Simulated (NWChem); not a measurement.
All runs are NWChem calculations. System: H$_{3}$As, charge 0, spin multiplicity 1, displaced from the optimised geometry. Level: RHF/def2-SVP, spin-restricted.

Job file:

```
start mol
memory heap 200 mb stack 900 mb global 1100 mb
geometry units angstroms nocenter noautoz noautosym
  As     0.001045     0.072646     0.000000
  H     -0.646503    -0.789985     1.099992
  H     -1.294050    -1.652616    -2.199985
  H      1.258535    -0.817363     0.000000
end
basis spherical
  * library def2-svp
end
scf
  rhf
  nopen 0
  maxiter 100
  thresh 1e-7
  semidirect memsize 60000000 filesize 0
end
task scf energy
```

Output (cleaned and shortened):

```
             Northwest Computational Chemistry Package (NWChem) 7.3.0
             --------------------------------------------------------

                                NWChem Input Module
                                -------------------

 Scaling coordinates for geometry "geometry" by  1.889725989
 (inverse scale =  0.529177249)

                             Geometry "geometry" -> ""
                             -------------------------

 Output coordinates in angstroms (scale by  1.889725989 to convert to a.u.)

  No.       Tag          Charge          X              Y              Z
 ---- ---------------- ---------- -------------- -------------- --------------
    1 As                  33.0000     0.00104500     0.07264600     0.00000000
    2 H                    1.0000    -0.64650300    -0.78998500     1.09999200
    3 H                    1.0000    -1.29405000    -1.65261600    -2.19998500
    4 H                    1.0000     1.25853500    -0.81736300     0.00000000

 Effective nuclear repulsion energy (a.u.)      28.8832992752

            Nuclear Dipole moment (a.u.)
            ----------------------------
        X                 Y               Z
 ---------------- ---------------- ----------------
    -1.2236599386    -1.6301645651    -2.0786853594


 Summary of "ao basis" -> "" (spherical)
 ------------------------------------------------------------------------------
       Tag                 Description            Shells   Functions and Types
 ---------------- ------------------------------  ------  ---------------------
 *                          def2-svp                  on all atoms

 Summary of "ao basis" -> "ao basis" (spherical)
 ------------------------------------------------------------------------------
       Tag                 Description            Shells   Functions and Types
 ---------------- ------------------------------  ------  ---------------------
 As                         def2-svp                12       32   5s4p3d
 H                          def2-svp                 3        5   2s1p

                                 NWChem SCF Module
                                 -----------------

  ao basis        = "ao basis"
  functions       =    47
  atoms           =     4
  closed shells   =    18
  open shells     =     0
  charge          =   0.00
  wavefunction    = RHF
  use symmetry    = F
  symmetry adapt  = F

 Summary of "ao basis" -> "ao basis" (spherical)
 ------------------------------------------------------------------------------
       Tag                 Description            Shells   Functions and Types
 ---------------- ------------------------------  ------  ---------------------
 As                         def2-svp                12       32   5s4p3d
 H                          def2-svp                 3        5   2s1p

 Forming initial guess at       0.1s

      Superposition of Atomic Density Guess
      -------------------------------------

 Sum of atomic energies:       -2235.35746379

      Non-variational initial energy
      ------------------------------

 Total energy =   -2235.218885
 1-e energy   =   -3172.991121
 2-e energy   =     908.888938
 HOMO         =      -0.232165
 LUMO         =      -0.135121

 Starting SCF solution at       0.3s

 ----------------------------------------------
         Quadratically convergent ROHF

 Convergence threshold     :          1.000E-07
 Maximum no. of iterations :          100
 Final Fock-matrix accuracy:          1.000E-09
 ----------------------------------------------

              iter       energy          gnorm     gmax       time
             ----- ------------------- --------- --------- --------
                 1    -2235.4640756062  3.33D-01  1.74D-01      0.3
                 2    -2235.4762753523  1.47D-01  5.93D-02      0.3
                 3    -2235.4788944182  9.54D-03  4.50D-03      0.4
                 4    -2235.4789197951  5.75D-05  2.58D-05      0.4
                 5    -2235.4789197957  3.01D-09  1.60D-09      0.4

       Final RHF  results
       ------------------

         Total SCF energy =  -2235.478919795730
      One-electron energy =  -3172.055201807914
      Two-electron energy =    907.692982737006
 Nuclear repulsion energy =     28.883299275178

        Time for solution =      0.1s

             Final eigenvalues
             -----------------

              1
    1 -432.5982
    2  -56.3434
    3  -50.2034
    4  -50.2021
    5  -50.2016
    6   -8.0784
    7   -5.9366
    8   -5.9332
    9   -5.9301
   10   -2.1692
   11   -2.1677
   12   -2.1643
   13   -2.1622
   14   -2.1590
   15   -0.8249
   16   -0.5210
   17   -0.4367
   18   -0.3025
   19   -0.0454
   20    0.1269
   21    0.1590
   22    0.3754
   23    0.4463
   24    0.4870
   25    0.5594
   26    0.5778
   27    0.5817
   28    0.6238

                       ROHF Final Molecular Orbital Analysis
                       -------------------------------------

 Vector   16  Occ=2.000000D+00  E=-5.209778D-01
              MO Center=  1.9D-01, -4.6D-01,  3.4D-01, r^2= 2.0D+00
   Bfn.  Coefficient  Atom+Function         Bfn.  Coefficient  Atom+Function
  ----- ------------  ---------------      ----- ------------  ---------------
    33     -0.311146  2 H  s                 43      0.311149  4 H  s
    12      0.306278  1 As px                15      0.204465  1 As px
     9     -0.187262  1 As px                14     -0.176846  1 As pz
    34     -0.175888  2 H  s                 44      0.175889  4 H  s

 Vector   17  Occ=2.000000D+00  E=-4.366935D-01
              MO Center= -1.2D-02,  1.3D-01, -2.5D-02, r^2= 2.2D+00
   Bfn.  Coefficient  Atom+Function         Bfn.  Coefficient  Atom+Function
  ----- ------------  ---------------      ----- ------------  ---------------
     4      0.376457  1 As s                 13      0.336710  1 As py
    16      0.298219  1 As py                 5      0.288240  1 As s
     3     -0.238653  1 As s                 33     -0.208142  2 H  s
    43     -0.208138  4 H  s                 10     -0.202609  1 As py
    14     -0.183274  1 As pz                17     -0.159378  1 As pz

 Vector   18  Occ=2.000000D+00  E=-3.024624D-01
              MO Center= -7.9D-01, -9.9D-01, -1.3D+00, r^2= 3.4D+00
   Bfn.  Coefficient  Atom+Function         Bfn.  Coefficient  Atom+Function
  ----- ------------  ---------------      ----- ------------  ---------------
    39      0.463401  3 H  s                 38      0.315449  3 H  s
    16     -0.276869  1 As py                17     -0.255234  1 As pz
    14     -0.159290  1 As pz                13     -0.156931  1 As py
    15     -0.151354  1 As px

 Vector   19  Occ=0.000000D+00  E=-4.544816D-02
              MO Center= -4.7D-01, -5.7D-01, -7.9D-01, r^2= 4.4D+00
   Bfn.  Coefficient  Atom+Function         Bfn.  Coefficient  Atom+Function
  ----- ------------  ---------------      ----- ------------  ---------------
    39      0.484649  3 H  s                 17      0.458769  1 As pz
    16      0.272567  1 As py                15      0.268816  1 As px
    38      0.264827  3 H  s                 14      0.255546  1 As pz
    13      0.179309  1 As py                11     -0.167445  1 As pz
     4     -0.166176  1 As s                 12      0.150132  1 As px

 Vector   20  Occ=0.000000D+00  E= 1.268685D-01
              MO Center=  7.4D-02, -1.3D-01,  1.3D-01, r^2= 3.6D+00
   Bfn.  Coefficient  Atom+Function         Bfn.  Coefficient  Atom+Function
  ----- ------------  ---------------      ----- ------------  ---------------
    15      1.047962  1 As px                34      0.937549  2 H  s
    44     -0.937475  4 H  s                 17     -0.605128  1 As pz
    12      0.208603  1 As px                33      0.191327  2 H  s
    43     -0.191318  4 H  s                  9     -0.154475  1 As px

 Vector   21  Occ=0.000000D+00  E= 1.590239D-01
              MO Center=  2.1D-01, -5.4D-01,  3.9D-01, r^2= 4.1D+00
   Bfn.  Coefficient  Atom+Function         Bfn.  Coefficient  Atom+Function
  ----- ------------  ---------------      ----- ------------  ---------------
    34      1.279444  2 H  s                 44      1.279533  4 H  s
     5     -1.160745  1 As s                 16      1.007548  1 As py
    17     -0.615239  1 As pz                 4     -0.523855  1 As s
    15     -0.340821  1 As px                 3      0.273900  1 As s
    13      0.159540  1 As py

 center of mass
 --------------
 x =  -0.01476629 y =   0.05230184 z =  -0.02687727

 moments of inertia (a.u.)
 ------------------
          37.396033597778          -5.913116217406          -7.655619309632
          -5.913116217406          34.932230375789         -10.067136496595
          -7.655619309632         -10.067136496595          28.893483399181

  Mulliken analysis of the total density
  --------------------------------------

    Atom       Charge   Shell Charges
 -----------   ------   -------------------------------------------------------
    1 As  33    32.77   2.00  2.00  2.00  1.34  0.49  6.00  5.98  1.32  1.56  8.19  1.77  0.13
    2 H    1     1.02   0.70  0.30  0.02
    3 H    1     1.19   0.43  0.76  0.00
    4 H    1     1.02   0.70  0.30  0.02

       Multipole analysis of the density wrt the origin
       ------------------------------------------------

     L   x y z        total         open         nuclear
     -   - - -        -----         ----         -------
     0   0 0 0     -0.000000      0.000000     36.000000

     1   1 0 0      0.559807      0.000000     -1.223660
     1   0 1 0      0.456001      0.000000     -1.630165
     1   0 0 1      0.958150      0.000000     -2.078685

     2   2 0 0    -16.244515      0.000000     13.128939
     2   1 1 0     -1.053666      0.000000      5.796268
     2   1 0 1     -1.662702      0.000000      7.626874
     2   0 2 0    -17.881312      0.000000     14.989377
     2   0 1 1     -1.759790      0.000000      9.880254
     2   0 0 2    -18.105089      0.000000     21.604641

 Task  times  cpu:        0.4s     wall:        0.4s

 Total times  cpu:        0.4s     wall:        0.4s
```
